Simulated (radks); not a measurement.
The nuclear charge of the beryllium ion Be+ is varied continuously with 3 electrons held in [He] 2s1. Method: Dirac Kohn-Sham, PBE, spin-unpolarised, spherical densities, finite nucleus; Fermi nuclear charge, rms radius 2.519 fm; computed with a radial shooting solver on a logarithmic mesh with Libxc functionals. By the Hellmann-Feynman theorem dE/dZ = E(electron-nucleus)/Z, the electronic potential at the nucleus (averaged over a nucleus of fixed radius).

Z,E (hartree),E(electron-nucleus)/Z (hartree),HOMO,e(HOMO) (eV),<r> HOMO (bohr)
3.5,-10.58495,-6.82996,2s1/2,-7.405,2.872
3.6,-11.27923,-7.05557,2s1/2,-8.524,2.732
3.7,-11.99607,-7.28114,2s1/2,-9.714,2.605
3.8,-12.73546,-7.50668,2s1/2,-10.973,2.490
3.9,-13.49740,-7.73219,2s1/2,-12.302,2.385
4,-14.28190,-7.95768,2s1/2,-13.700,2.289
4.1,-15.08894,-8.18316,2s1/2,-15.168,2.201
4.2,-15.91853,-8.40862,2s1/2,-16.705,2.120
4.3,-16.77066,-8.63408,2s1/2,-18.310,2.045
4.4,-17.64534,-8.85953,2s1/2,-19.985,1.975
4.5,-18.54257,-9.08499,2s1/2,-21.728,1.909
4.6,-19.46234,-9.31044,2s1/2,-23.540,1.849
4.7,-20.40466,-9.53590,2s1/2,-25.421,1.792
4.8,-21.36952,-9.76137,2s1/2,-27.370,1.738
4.9,-22.35693,-9.98684,2s1/2,-29.389,1.688
5,-23.36689,-10.2123,2s1/2,-31.475,1.640

The central difference of E at Z = 4 is -7.958 hartree, to compare with the third column; the second derivative is -2.25 hartree.
